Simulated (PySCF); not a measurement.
# Two-component Hartree-Fock for Gd (gadolinium, neutral)

Start: [Xe] 4f7 5d1 6s2; 4f5/2 filled at m_j = -5/2, -3/2, -1/2, +1/2, +3/2, +5/2; 4f7/2 filled at m_j = +7/2; 5d3/2 filled at m_j = -3/2. Calculated with PySCF 2.14 in x2c-TZVPall-2c (11s11p10d4f1g, 131 functions): generalised Hartree-Fock with the X2C-1e Hamiltonian and a Gaussian nucleus; one run each with spin-orbit coupling (SO) switched off, then screened by Boettger's factors.

| spinor shell | electrons | ε, spin-free (eV) | ε, screened SO (eV) | weight of nominal j (screened SO) | rms radius, screened SO (bohr) |
| --- | --- | --- | --- | --- | --- |
| 1s1/2 | 2 | -50496.5 | -50486.9 | 1.000 | 0.0249 |
| 2s1/2 | 2 | -8458.3 | -8455.2 | 1.000 | 0.101 |
| 2p1/2 | 2 | -7521.7 | -8012.0 | 1.000 | 0.0864 |
| 2p3/2 | 4 | -7521.7 | -7311.5 | 1.000 | 0.0928 |
| 3s1/2 | 2 | -1925.4 | -1924.3 | 1.000 | 0.260 |
| 3p1/2 | 2 | -1629.3 | -1731.7 | 1.000 | 0.252 |
| 3p3/2 | 4 | -1629.3 | -1584.6 | 1.000 | 0.265 |
| 3d3/2 | 4 | -1237.1 | -1255.9 | 0.994 | 0.237 |
| 3d5/2 | 6 | -1237.1 | -1223.5 | 0.996 | 0.241 |
| 4s1/2 | 2 | -410.74 | -410.26 | 1.000 | 0.588 |
| 4p1/2 | 2 | -310.46 | -334.69 | 0.966 | 0.605 |
| 4p3/2 | 4 | -310.46 | -299.50 | 0.983 | 0.633 |
| 4d3/2 | 4 | -168.42 | -174.35 | 0.725 | 0.684 |
| 4d5/2 | 6 | -168.42 | -163.92 | 0.817 | 0.690 |
| 5s1/2 | 2 | -60.584 | -60.325 | 1.000 | 1.44 |
| 5p1/2 | 2 | -33.547 | -37.820 | 0.869 | 1.62 |
| 5p3/2 | 4 | -33.547 | -31.327 | 0.935 | 1.72 |
| 4f5/2 | 6 | -22.726 | -22.511 | 0.554 | 0.926 |
| 4f7/2 | 1 | -22.726 | -21.838 | 1.000 | 0.924 |
| 5d3/2 | 1 | -6.701 | -6.725 | 0.924 | 2.87 |
| 6s1/2 | 2 | -5.446 | -5.450 | 0.927 | 4.50 |

| quantity | spin-free | screened SO |
| --- | --- | --- |
| E (hartree) | -11263.59223 | -11270.91252 |
| M_J | 2 | 2 |
| ⟨J²⟩ | 10.677 | 9.468 |
| ⟨L²⟩ | 6.509 | 6.756 |
| ⟨S²⟩ | 20.168 | 20.388 |

The determinant has a definite M_J but mixes levels of different J.

Each row is a mean over spinors that exchange with the open shell spreads, by up to 19.461 eV (4d5/2).

Rows whose weight is well below 1 are mixtures of j = l ± 1/2: exchange outweighs spin-orbit coupling there, and the label is only the starting occupation.

Breit and QED terms are absent; they matter most for the inner s and p1/2 levels.

Densities and radii are taken from the X2C orbitals without a picture-change correction, which distorts them close to the nucleus.

Without spin-orbit coupling the j labels of p, d and f shells carry no meaning; the spin-free column gives the mean over the occupied spinors of each nl shell, and its ⟨J²⟩ belongs to a mixture of degenerate components.
